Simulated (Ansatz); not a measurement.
Born–Oppenheimer molecular dynamics of C₃H₇ClOSi (13 atoms, charge 0, multiplicity 1). It starts from a relaxed structure.

The calculation used RKS BHLYP-D4/STO-3G in Ansatz 0.2.0.

```
ensemble        : NVT, Langevin thermostat
time step       : 1 fs
steps asked     : 200
set temperature : 700 K
friction        : 0.005 /fs
seed            : 539983
```

First frame:

```xyz
13
Properties=species:S:1:pos:R:3
O -2.255 1.243 0.543
C -1.976 -0.019 0.019
C -0.810 -0.445 -0.478
Cl -0.748 -2.142 -1.079
C 0.501 0.313 -0.595
Si 1.841 -0.312 0.566
H -1.396 1.759 0.431
H -2.849 -0.676 0.055
H 0.316 1.372 -0.399
H 0.854 0.248 -1.627
H 2.170 -1.669 0.255
H 1.372 -0.221 1.915
H 3.000 0.513 0.410
```

(1) What does the run give?

(2) What happens to the structure?

(3) How do temperature and energy run in time?

Results:

(1) All steps were run.

| Item | Value |
| --- | --- |
| steps done | 200 |
| time covered | 200 fs |
| mean temperature over the second half | 430 K |
| spread of the potential energy over the second half | 8.5 meV per atom |
| mean potential energy of the second half above the start | 48.7 meV per atom |

The mean temperature of the second half is 39 % below the set value. A run of 0.2 ps of so small a system gives no equilibrium averages. Limits of this set-up: minimal basis.

(2) The same pairs are bonded in the first frame and the last. Pairs count as bonded within 1.25 times the sum of covalent radii (0.12 Å more for H–H). The details hang on the random start.

(3) 
```json
{"time (fs)": "0.0", "T (K)": "646", "potential energy less start (eV)": "0.000"}
{"time (fs)": "6.0", "T (K)": "270", "potential energy less start (eV)": "0.746"}
{"time (fs)": "12.0", "T (K)": "469", "potential energy less start (eV)": "0.472"}
{"time (fs)": "18.0", "T (K)": "390", "potential energy less start (eV)": "0.572"}
{"time (fs)": "24.0", "T (K)": "443", "potential energy less start (eV)": "0.491"}
{"time (fs)": "30.0", "T (K)": "495", "potential energy less start (eV)": "0.410"}
{"time (fs)": "36.0", "T (K)": "362", "potential energy less start (eV)": "0.734"}
{"time (fs)": "42.0", "T (K)": "516", "potential energy less start (eV)": "0.468"}
{"time (fs)": "48.0", "T (K)": "419", "potential energy less start (eV)": "0.534"}
{"time (fs)": "54.0", "T (K)": "454", "potential energy less start (eV)": "0.504"}
{"time (fs)": "60.0", "T (K)": "432", "potential energy less start (eV)": "0.542"}
{"time (fs)": "66.0", "T (K)": "401", "potential energy less start (eV)": "0.657"}
{"time (fs)": "72.0", "T (K)": "475", "potential energy less start (eV)": "0.600"}
{"time (fs)": "78.0", "T (K)": "454", "potential energy less start (eV)": "0.661"}
{"time (fs)": "84.0", "T (K)": "502", "potential energy less start (eV)": "0.528"}
{"time (fs)": "90.0", "T (K)": "433", "potential energy less start (eV)": "0.528"}
{"time (fs)": "96.0", "T (K)": "202", "potential energy less start (eV)": "0.858"}
{"time (fs)": "102.0", "T (K)": "312", "potential energy less start (eV)": "0.629"}
{"time (fs)": "108.0", "T (K)": "369", "potential energy less start (eV)": "0.603"}
{"time (fs)": "114.0", "T (K)": "369", "potential energy less start (eV)": "0.582"}
{"time (fs)": "120.0", "T (K)": "266", "potential energy less start (eV)": "0.767"}
{"time (fs)": "126.0", "T (K)": "251", "potential energy less start (eV)": "0.784"}
{"time (fs)": "132.0", "T (K)": "467", "potential energy less start (eV)": "0.518"}
{"time (fs)": "138.0", "T (K)": "406", "potential energy less start (eV)": "0.766"}
{"time (fs)": "144.0", "T (K)": "445", "potential energy less start (eV)": "0.614"}
{"time (fs)": "150.0", "T (K)": "393", "potential energy less start (eV)": "0.748"}
{"time (fs)": "156.0", "T (K)": "503", "potential energy less start (eV)": "0.562"}
{"time (fs)": "162.0", "T (K)": "440", "potential energy less start (eV)": "0.534"}
{"time (fs)": "168.0", "T (K)": "426", "potential energy less start (eV)": "0.633"}
{"time (fs)": "174.0", "T (K)": "576", "potential energy less start (eV)": "0.483"}
{"time (fs)": "180.0", "T (K)": "433", "potential energy less start (eV)": "0.737"}
{"time (fs)": "186.0", "T (K)": "648", "potential energy less start (eV)": "0.417"}
{"time (fs)": "192.0", "T (K)": "435", "potential energy less start (eV)": "0.787"}
{"time (fs)": "198.0", "T (K)": "500", "potential energy less start (eV)": "0.604"}
```

The run took 8.5 min on 1 thread of Arm Neoverse V1, with other jobs on the host, peak memory 0.1 GiB.
